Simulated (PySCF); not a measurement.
Numbering as in the mapped SMILES `[O:1]=[C:2]1[CH:3]=[CH:4][Si@@H:5]([Cl:6])[CH2:7]1`. Each H is labelled by its parent atom. Ha(C7) is cis to Cl6 on the ring; Hb(C7) is trans to Cl6 on the ring.

Geometry: PBE0-D3(BJ)/def2-SVP; GIAO shifts from PySCF, gas phase, non-relativistic, averaged over equivalent atoms.

At B97-2/pcSseg-1 (158 basis functions, 16 s wall time on 1 thread of an Arm Neoverse V1, shared host):
```
 atoms  δ (ppm)
    O1    651.0
    C2    197.6
    C3    159.8
    C4    155.4
    C7     25.2
   Si5     11.5
   Cl6    -10.0
 H(C4)     7.48
 H(C3)     6.94
H(Si5)     5.52
Hb(C7)     1.84
Ha(C7)     1.72
```

Scale: $^{17}$O (σref 331.62) against H2O; $^{13}$C (σref 183.69) and $^{29}$Si (σref 357.41) and $^{1}$H (σref 31.38) against TMS; $^{35}$Cl (σref 937.79) against HCl (reference shieldings calculated alike).

Question: Predict the values at PBE0/def2-TZVP on the same geometry.

Answer: 
```tsv
atoms	δ at PBE0/def2-TZVP	change
O1	642.7	-8.3
C2	202.8	+5.2
C3	163.3	+3.5
C4	159.5	+4.1
C7	26.4	+1.2
Si5	6.6	-4.9
Cl6	-0.4	+9.6
H(C4)	7.73	+0.25
H(C3)	7.21	+0.27
H(Si5)	5.99	+0.47
Hb(C7)	1.98	+0.14
Ha(C7)	1.69	-0.03
```

References, each an isolated molecule treated in the same way: H2O for $^{17}$O (σref 332.57); $^{13}$C (σref 186.65), $^{29}$Si (σref 331.56), $^{1}$H (σref 31.48) vs TMS; $^{35}$Cl (σref 932.72) against HCl.

The largest change is at Cl6 (chlorine bonded to Si). Cost: 259 basis functions, 43 s wall time on 1 thread of an Arm Neoverse V1, shared host. The order of the carbon signals is the same at both levels.

Unscaled 17O shifts of doubly bonded oxygen tend to come out too high, by tens of ppm or more. Experimental scales use liquid or dissolved standards, which lie at an offset from isolated H2O (liquid H2O: subtract about 36 ppm).
